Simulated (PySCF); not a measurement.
Energy of Hf (hafnium, neutral) between two integer charges

The 5d alpha orbital of [Xe] 4f14 5d2 6s2 is emptied in steps (occupation f), with all orbitals relaxed, ending at [Xe] 4f14 5d1 6s2. Calculation: PySCF 2.14, in def2-TZVPPD with the def2 core potential (60 electrons) (6s5p3d2f1g, 59 functions); a scalar-relativistic core potential. The exact energy is a straight line in f; departures are measured from the line between the end points of the same method.

```json
{"f": "1", "MN15 (eV)": "0.000"}
{"f": "0.8", "MN15 (eV)": "-0.306"}
{"f": "0.6", "MN15 (eV)": "-0.457"}
{"f": "0.4", "MN15 (eV)": "-0.453"}
{"f": "0.2", "MN15 (eV)": "-0.294"}
{"f": "0", "MN15 (eV)": "0.000"}
```

```csv
method,E(f=0) − E(f=1) (eV),−ε at f=1 (eV),−ε at f=0.4 (eV)
MN15,6.586,4.679,7.001
```

Orbital energy along the path (eV):

```tsv
f	MN15
1	-4.679
0.8	-5.440
0.6	-6.217
0.4	-7.001
0.2	-7.745
0	-8.316
```

Reference removal energy between the ground levels: 6.825 eV (measured; NIST Atomic Spectra Database, ionization energies). The calculation has no spin-orbit coupling.
